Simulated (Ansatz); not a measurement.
`BBCBI` and `CBI` differ in one atom or group.

Ansatz, PBE0-D4/def2-TZVP geometries, multiplicity 1. Each molecule was computed in one conformer, which needn't be the lowest.

Elements past krypton have def2 core potentials.

```tsv
property	`BBCBI`
LUMO energy (PBE0/def2-TZVPP) / eV	-2.14
HOMO energy (PBE0/def2-TZVPP) / eV	-7.41
HOMO–LUMO gap (PBE/def2-TZVPP) / eV	3.24
HOMO energy (B3LYP/def2-TZVPP) / eV	-7.17
ideal-gas entropy at 298 K and 1 bar (rigid rotor, harmonic PBE0-D4/def2-TZVP) / J/(mol·K)	375
LUMO energy (PBE/def2-TZVPP) / eV	-3.06
```

What does the change do to each property? (Estimate.)

The calculation gave: 
```csv
property,`CBI`,shift
LUMO energy (PBE0/def2-TZVPP) / eV,-1.62,0.52
HOMO energy (PBE0/def2-TZVPP) / eV,-7.37,0.04
HOMO–LUMO gap (PBE/def2-TZVPP) / eV,3.71,0.47
HOMO energy (B3LYP/def2-TZVPP) / eV,-7.14,0.03
"ideal-gas entropy at 298 K and 1 bar (rigid rotor, harmonic PBE0-D4/def2-TZVP) / J/(mol·K)",308,-67
LUMO energy (PBE/def2-TZVPP) / eV,-2.54,0.52
```

The zero-point energy changes by -60.5 kJ/mol with -12 modes. Modes under 60 cm⁻¹, often nearly free rotors, make the harmonic entropy too high.

B3LYP here is the variant with VWN-RPA as its local correlation; programs differ in this.

Spin–orbit coupling is left out; it splits and shifts lone-pair levels of the heavy atoms by tenths of an eV.
